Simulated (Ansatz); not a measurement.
**Nudged elastic band run: CH5BClFSi**

Input:

```yaml
crystal:
  periodic: [false, false, false]
  atoms:
    - { symbol: B, position_ang: [-0.209858, 0.639714, 1.785292] }
    - { symbol: Si, position_ang: [-0.523974, 0.455217, -0.195938] }
    - { symbol: C, position_ang: [0.667874, -0.819967, -0.992507] }
    - { symbol: F, position_ang: [0.551512, -2.013857, -0.342749] }
    - { symbol: Cl, position_ang: [0.282505, -1.039956, -2.726352] }
    - { symbol: H, position_ang: [-1.014689, 1.22548, 2.471272] }
    - { symbol: H, position_ang: [0.783963, 0.216729, 2.326649] }
    - { symbol: H, position_ang: [-1.916871, 0.01888, -0.514371] }
    - { symbol: H, position_ang: [-0.26318, 1.779102, -0.849168] }
    - { symbol: H, position_ang: [1.725819, -0.512541, -0.959329] }
basis:
  gaussian: { orbitals: def2-SVP }
hamiltonian:
  xc: pbe0
neb:
  order_check: false
  images: 7
  f_tol: 0.05
  max_iterations: 60
  initial_path: idpp
  final_atoms:
    - { symbol: B, position_ang: [-0.4427604, 0.34511784, 1.71191436] }
    - { symbol: Si, position_ang: [-0.36624864, 0.6900061, -0.26953824] }
    - { symbol: C, position_ang: [0.6639838, -0.69831734, -1.10253859] }
    - { symbol: F, position_ang: [1.92612524, -0.71893469, -0.60069913] }
    - { symbol: Cl, position_ang: [-0.15908714, -2.25247206, -0.71299416] }
    - { symbol: H, position_ang: [-1.31954659, 0.81407647, 2.39749788] }
    - { symbol: H, position_ang: [0.42355178, -0.29568577, 2.25427216] }
    - { symbol: H, position_ang: [-1.69203039, 0.72762879, -0.95830763] }
    - { symbol: H, position_ang: [0.32618238, 1.99981222, -0.51507348] }
    - { symbol: H, position_ang: [0.72293097, -0.66243056, -2.20173417] }
```

Launched with:

```bash
$ ansatz run input.yaml --threads 2 --pin off --max-ram 3072MiB --backend cpu --events-out ev --progress --plain --runs-dir out
```

Output, in part (warnings, iteration lines, the closing report on the highest movable image, with atoms numbered from 0):

```
NEB end point (image 0): max|allowed force component| = 1.381e-2 eV/Å (the criterion of neb.relax_end_points is 1.000e-2)
NEB end point (image 8): max|allowed force component| = 9.592e-3 eV/Å (the criterion of neb.relax_end_points is 1.000e-2)
NEB iter   1: max|band force component| = 2.113e0 eV/Å  barrier→ = 0.3294 eV  barrier← = 0.3759 eV  Δτ_max = 0.1202 Å  (225 SCF iters)
NEB iter   2: max|band force component| = 4.052e-1 eV/Å  barrier→ = 0.1078 eV  barrier← = 0.1543 eV  CI = image 4  Δτ_max = 0.0868 Å  (205 SCF iters)
NEB iter   3: max|band force component| = 2.378e-1 eV/Å  barrier→ = 0.1004 eV  barrier← = 0.1469 eV  CI = image 4  Δτ_max = 0.0248 Å  (205 SCF iters)
NEB iter   4: max|band force component| = 9.350e-2 eV/Å  barrier→ = 0.0935 eV  barrier← = 0.1400 eV  CI = image 4  Δτ_max = 0.0405 Å  (202 SCF iters)
NEB iter   5: max|band force component| = 5.685e-2 eV/Å  barrier→ = 0.0934 eV  barrier← = 0.1399 eV  CI = image 4  Δτ_max = 0.0056 Å  (195 SCF iters)
NEB iter   6: max|band force component| = 2.718e-2 eV/Å  barrier→ = 0.0933 eV  barrier← = 0.1398 eV  CI = image 4  Δτ_max = 0.0000 Å  (344 SCF iters)
Total energy: -24888.00654514 eV, -914.6173708372 hartree
Atom 0 at    -0.481027     0.373736     1.784469 Å, force     0.001172    -0.002054    -0.002971 eV/Å
Atom 1 at    -0.444227     0.562261    -0.218931 Å, force     0.003706    -0.000034     0.003938 eV/Å
Atom 2 at     0.787826    -0.686334    -1.044678 Å, force    -0.021230     0.009928    -0.019387 eV/Å
Atom 3 at     1.361095    -1.482475    -0.100478 Å, force     0.012108    -0.011145     0.012466 eV/Å
Atom 4 at    -0.050212    -1.710986    -2.249808 Å, force     0.001178     0.000446     0.003513 eV/Å
Atom 5 at    -1.376022     0.883970     2.415757 Å, force    -0.000104     0.001072    -0.001445 eV/Å
Atom 6 at     0.395267    -0.188167     2.393385 Å, force    -0.001267     0.000313     0.001422 eV/Å
Atom 7 at    -1.782073     0.437324    -0.869281 Å, force    -0.000962    -0.000811    -0.000192 eV/Å
Atom 8 at     0.077547     1.942638    -0.507262 Å, force     0.000321     0.000543    -0.000348 eV/Å
Atom 9 at     1.594926    -0.183166    -1.600372 Å, force     0.005078     0.001743     0.003004 eV/Å
Dipole moment:    -0.001349     0.349255     0.109532 e Å
```

The run converged. A vibrational analysis at the climbing image gives one clearly imaginary mode, 74i cm⁻¹: a first-order saddle point.

Final band (atoms are numbered from 1 in the order of the input):

```json
{"image": "0", "path coordinate (Å)": "0.00", "energy (kcal/mol)": "0.0", "dihedral H8–Si2–C3–H10 (°)": "171"}
{"image": "1", "path coordinate (Å)": "0.47", "energy (kcal/mol)": "0.3", "dihedral H8–Si2–C3–H10 (°)": "157"}
{"image": "2", "path coordinate (Å)": "0.95", "energy (kcal/mol)": "1.1", "dihedral H8–Si2–C3–H10 (°)": "143"}
{"image": "3", "path coordinate (Å)": "1.42", "energy (kcal/mol)": "1.8", "dihedral H8–Si2–C3–H10 (°)": "128"}
{"image": "4", "path coordinate (Å)": "1.89", "energy (kcal/mol)": "2.2", "dihedral H8–Si2–C3–H10 (°)": "114"}
{"image": "5", "path coordinate (Å)": "2.44", "energy (kcal/mol)": "1.7", "dihedral H8–Si2–C3–H10 (°)": "96"}
{"image": "6", "path coordinate (Å)": "3.00", "energy (kcal/mol)": "0.6", "dihedral H8–Si2–C3–H10 (°)": "80"}
{"image": "7", "path coordinate (Å)": "3.55", "energy (kcal/mol)": "-0.6", "dihedral H8–Si2–C3–H10 (°)": "65"}
{"image": "8", "path coordinate (Å)": "4.11", "energy (kcal/mol)": "-1.1", "dihedral H8–Si2–C3–H10 (°)": "51"}
```

The run took 99 s on 2 threads of Arm Neoverse V2 (shared host), peak memory 0.24 GiB.
